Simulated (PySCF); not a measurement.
**Computed vibrations of [PbI]+**

[PbI]+ (singlet). PySCF 2.14.0, RKS PBE0, Pb def2-SVP with ECP60, I def2-SVP with ECP28; non-relativistic Hamiltonian with scalar-relativistic core potentials where named; density fitting; no spin-orbit coupling. Central differences of gradients.

```xyz
2

Pb    0.0000    0.0000   -1.0219
I     0.0000    0.0000    1.6748
```

Run from Python with OMP_NUM_THREADS=2. Where DIIS fails, smearing, a level shift and second-order steps follow.
It took 3.8 s on 2 threads of AMD EPYC 9R45 96-Core Processor (Zen 5), on a shared host.

(1) What are the harmonic wavenumbers and infrared intensities?

(2) Is this a minimum?

Answers

(1) Modes are labelled in C∞v; negative numbers are unstable modes, those under 60 cm⁻¹ near the noise; a finer grid moves soft modes by up to 10 cm⁻¹.
| cm⁻¹ | km/mol | symmetry |
| --- | --- | --- |
| 206 | 18.6 | σ+ |

(2) Yes. Ideal gas at 298.15 K and 1 bar: S = 272.1 J/(mol K), Cp = 36.8 J/(mol K), H − H(0 K) = 10.1 kJ/mol (rigid rotor, harmonic modes, spin degeneracy alone).
